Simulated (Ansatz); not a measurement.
Species: sum formula YOBr (charge 0, singlet). 
Coordinates optimised at B3LYP-D3(BJ)/def2-TZVP (Ansatz, a quantum-chemistry and plane-wave program):
```
Y
O 1 1.8091
Br 1 2.6836 2 119.43
```
Charge 0, spin multiplicity 1.

Parts of the frozen-core correlation energy in def2-QZVPP (Ansatz, hartree). Frozen orbitals: 19; correlated occupied orbitals by spin: 8 and 8; virtual: 200 and 200. No spin-orbit coupling. In def2 rows, elements after Kr have scalar-relativistic effective core potentials.

| term | value |
|---|---|
| reference (HF) | -2685.35582 |
| MP2 opposite-spin | (withheld) |
| MP2 same-spin | -0.13561 |
| CCSD correlation | (withheld) |
| (T) | (withheld) |
| T1 diagnostic | 0.020 |
| largest doubles amplitude | 0.026 |

**Question.** Fill in the missing entries.

**Answer.** 
- MP2 opposite-spin, value: -0.38909
- CCSD correlation, value: -0.51567
- (T), value: -0.02785
